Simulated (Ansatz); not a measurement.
Diatomic Mg2, multiplicity 3 (not the ground state: that is measured with 2S+1 = 1).

The constants come from a fifth-degree fit in 1/R (seven points, main isotopes). In def2 and cc sets the state is the lowest found near the PBE0 minimum, followed along R.

Correlated levels freeze the inner cores; with def2 sets outer-core shells near the valence are correlated too.

Codes used: Ansatz (Gaussian orbitals). Each number belongs to the level named beside it.

| level | r_e (Å) | ω_e (cm⁻¹) | ω_e x_e (cm⁻¹) |
|---|---|---|---|
| PBE/def2-TZVPP | 2.776 | 262 | 1.3 |
| PBE0/def2-TZVPP | 2.766 | 271 | 1.2 |
| CCSD/def2-TZVPP | 2.775 | … | 1.4 |
| CCSD(T)/def2-TZVPP | … | … | 1.5 |

Fill in the missing entries.


- CCSD(T)/def2-TZVPP, r_e (Å): 2.780
- CCSD(T)/def2-TZVPP, ω_e (cm⁻¹): 263
- CCSD/def2-TZVPP, ω_e (cm⁻¹): 267

Doubts at one or more of the structures used: a spin-contaminated determinant (CCSD/def2-TZVPP, CCSD(T)/def2-TZVPP).

Ansatz is a first-principles code.
